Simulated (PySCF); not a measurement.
Computed shifts of a molecule C₅H₇N, PySCF with PBE/pcSseg-1, GIAO, gas phase, equivalent atoms averaged, in ppm (number of nuclei): ¹³C: 166.9 (1), 83.2 (1), 77.5 (1), 56.2 (1), 35.3 (1). ¹⁵N: 383.0 (1). ¹H: 8.01 (1), 3.98 (3), 3.77 (1), 3.68 (1), 2.38 (1). References: ¹³C against TMS (σ = 182.0 ppm); ¹⁵N against NH3 (σ = 267.0 ppm); ¹H against TMS (σ = 31.49 ppm), references at their B3LYP-D3(BJ)/def2-TZVP geometries, non-relativistic. Geometry optimised at PBE-D3(BJ)/def2-SVP. The values are those of a single conformer.

**Question.** Which structure fits?
A) CC#C/C=N/C
B) C#CC/C=N/C
C) C1=CCCN=C1
D) C/C=C(/C)C#N

**Answer.** B, C#CC/C=N/C
